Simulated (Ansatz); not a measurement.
Reaction (isomerisation): `CC1O[SiH2]1` → `C[SiH2]C=O`

Program: Ansatz. Geometries: PBE0-D4/def2-TZVP. ΔE: electronic, gas phase. CCSD(T)/CBS is the MP2 limit (def2-TZVPP, def2-QZVPP) plus CCSD(T) − MP2 in def2-TZVPP, frozen cores. DFT in def2-TZVPP. B3LYP here is the variant with VWN-RPA as its local correlation; programs differ in this. One conformer a species, not always the lowest.

CCSD(T)/CBS gives -1.4 kJ/mol.

Q: Another level gave -5.8 kJ/mol. Which?
A. r2SCAN-D4/def2-TZVPP
B. BLYP/def2-TZVPP
C. CCSD(T)/def2-TZVPP
D. B3LYP-D4/def2-TZVPP

A: C. CCSD(T)/def2-TZVPP -5.8, r2SCAN-D4 1.7, BLYP -18.7, B3LYP-D4 -12.7 kJ/mol.

Largest T1 diagnostic among the species: 0.014.

At CCSD(T), def2-SVP lies −25.3 kJ/mol from the extrapolated value and def2-TZVPP −4.3 kJ/mol. In def2-TZVPP, CCSD(T) changes the Hartree–Fock value by +24.3 kJ/mol (the triples alone add +1.6 kJ/mol) and MP2 by +35.2 kJ/mol. Leaving LDA and LC-ωPBE aside and taking each functional with its dispersion term where it has one, the values, not all of them listed here, spread over 22.6 kJ/mol, from BLYP-D4 to PBE-QIDH. LDA lies +25.8 kJ/mol from PBE without D4.
